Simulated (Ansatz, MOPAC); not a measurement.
Species: aminoborane, BNH$_{4}$ (charge 0, singlet). SMILES: BN

Atoms: B1, N2, H3, H4, H5, H6. Bonds: B1-N2, B1-H3, B1-H4, N2-H5, N2-H6.

Bond lengths (Å) and angles (degrees) optimised at PM6 with MOPAC; PM7 with MOPAC; HF/6-31G* with Ansatz (a quantum-chemistry and plane-wave program); MP2/6-31G* with Ansatz, each started from the B3LYP-D3(BJ)/def2-TZVP structure (Ansatz) of the last column. A row stands for all coordinates that are equal there; 6 of 7 kinds are shown. 6-31G* holds six Cartesian d functions. No wavenumbers were computed at MP2/6-31G*, so these may be saddle points.

```json
[
 {"coordinate": "B1-N2", "PM6": "1.392", "PM7": "1.366", "HF/6-31G*": "1.389", "MP2/6-31G*": "1.394", "B3LYP-D3(BJ)/def2-TZVP": "1.388"},
 {"coordinate": "B1-H3", "PM6": "1.189", "PM7": "1.183", "HF/6-31G*": "1.193", "MP2/6-31G*": "1.195", "B3LYP-D3(BJ)/def2-TZVP": "1.193"},
 {"coordinate": "N2-H5", "PM6": "0.997", "PM7": "0.999", "HF/6-31G*": "0.996", "MP2/6-31G*": "1.011", "B3LYP-D3(BJ)/def2-TZVP": "1.007"},
 {"coordinate": "N2-B1-H3", "PM6": "119.5", "PM7": "127.4", "HF/6-31G*": "119.4", "MP2/6-31G*": "119.0", "B3LYP-D3(BJ)/def2-TZVP": "119.0"},
 {"coordinate": "B1-N2-H5", "PM6": "123.0", "PM7": "124.5", "HF/6-31G*": "123.2", "MP2/6-31G*": "123.1", "B3LYP-D3(BJ)/def2-TZVP": "123.3"},
 {"coordinate": "H3-B1-H4", "PM6": "121.0", "PM7": "105.2", "HF/6-31G*": "121.2", "MP2/6-31G*": "122.0", "B3LYP-D3(BJ)/def2-TZVP": "121.9"}
]
```

Mean signed difference of all 5 bond lengths from B3LYP-D3(BJ)/def2-TZVP: PM6 -0.004 Å, PM7 -0.012 Å, HF/6-31G* -0.004 Å, MP2/6-31G* 0.004 Å.
